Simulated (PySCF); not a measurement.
**C10H12O2: calculation and literature**

Geometry (Å), atoms numbered from 1 in this order:
```xyz
24

C    -3.3685    0.1545    0.1057
C    -2.1980   -0.1450    1.0151
C    -2.1350    0.7410    2.2437
O    -1.0103    0.0469    0.2284
C     0.0669   -0.6753    0.5491
O     0.0911   -1.4762    1.4520
C     1.2306   -0.3814   -0.3318
C     1.1615    0.5508   -1.3728
C     2.2800    0.7859   -2.1674
C     3.4675    0.0948   -1.9256
C     3.5380   -0.8348   -0.8871
C     2.4223   -1.0731   -0.0916
H    -4.3163    0.0105    0.6447
H    -3.3280    1.1956   -0.2505
H    -3.3619   -0.5117   -0.7687
H    -2.2137   -1.1996    1.3316
H    -3.0422    0.6134    2.8527
H    -1.2673    0.4767    2.8644
H    -2.0571    1.8001    1.9534
H     0.2262    1.0841   -1.5491
H     2.2264    1.5125   -2.9816
H     4.3439    0.2817   -2.5513
H     4.4684   -1.3753   -0.6985
H     2.4467   -1.7938    0.7282
```

Published estimates (parent shift plus substituent increments) and measurements: δ ¹H H20/H24 8.07; H22 7.54; H21/H23 7.45 ppm (estimated from measurements, as parent shift plus tabulated substituent increment; solution, not stated per compound (mostly CDCl3 or CCl4); Pretsch, Buehlmann, Badertscher, Structure Determination of Organic Compounds, 4th ed. (2009)).
δ ¹³C C2 68.2; C1/C3 21.9; δ ¹H H16 5.22; H13/H14/H15/H17/H18/H19 1.37 ppm (measured; solution, not stated per compound (mostly CDCl3 or CCl4); Pretsch, Buehlmann, Badertscher, Structure Determination of Organic Compounds, 4th ed. (2009)).

PySCF 2.14.0 with density-fitted response routines calculation with σ from GIAO-PBE0/pcSseg-1 and PBE0-D3(BJ)/def2-SVP structure; non-relativistic, a single conformation, rapidly exchanging positions averaged, gas phase.

(1) Set the calculated values beside the experiment.

(2) How far are the unscaled ¹H shifts from the references?

(3) How far are the unscaled ¹³C shifts from the references?

Answers

(1) 
Reference values: estimated from measurements, as parent shift plus tabulated substituent increment (solution, not stated per compound (mostly CDCl3 or CCl4); Pretsch, Buehlmann, Badertscher, Structure Determination of Organic Compounds, 4th ed. (2009)).
| atoms | quantity | reference | computed | computed, scaled |
| --- | --- | --- | --- | --- |
| H20/H24 | δ ¹H | 8.07 | 8.38 | 8.16 |
| H22 | δ ¹H | 7.54 | 7.62 | 7.44 |
| H21/H23 | δ ¹H | 7.45 | 7.55 | 7.37 |

Reference values: measured (solution, not stated per compound (mostly CDCl3 or CCl4); Pretsch, Buehlmann, Badertscher, Structure Determination of Organic Compounds, 4th ed. (2009)).
```tsv
atoms	quantity	reference	computed	computed, scaled
C2	δ ¹³C	68.2	66.8	63.9
C1/C3	δ ¹³C	21.9	22.7	21.3
H16	δ ¹H	5.22	5.17	5.11
H13/H14/H15/H17/H18/H19	δ ¹H	1.37	1.35	1.48
```

Computed shifts are σ(ref) − σ with the named reference compound (TMS for H and C) calculated as an isolated molecule at the same level. The measured values may be among those fitted. Expected solution values come from regression of measured δ (H and C: mostly CDCl3, vs TMS) on computed σ: ¹³C (scatter 1.9 ppm rms, 2.2 ppm with the 22 outliers that the fit left out); ¹H (scatter 0.21 ppm rms, 0.22 ppm with the 3 outliers that the fit left out). Occasional misses reach two or three times the rms, and more in compound classes unlike the fitted ones.

(2) Mean signed difference +0.08 ppm, mean absolute 0.11 ppm over 5 comparisons; the largest is +0.31 ppm at H20/H24 (hydrogen on an aromatic CH).

(3) Mean signed difference -0.30 ppm, mean absolute 1.10 ppm over 2 comparisons; the largest is -1.4 ppm at C2 (sp3 CH bonded to O).
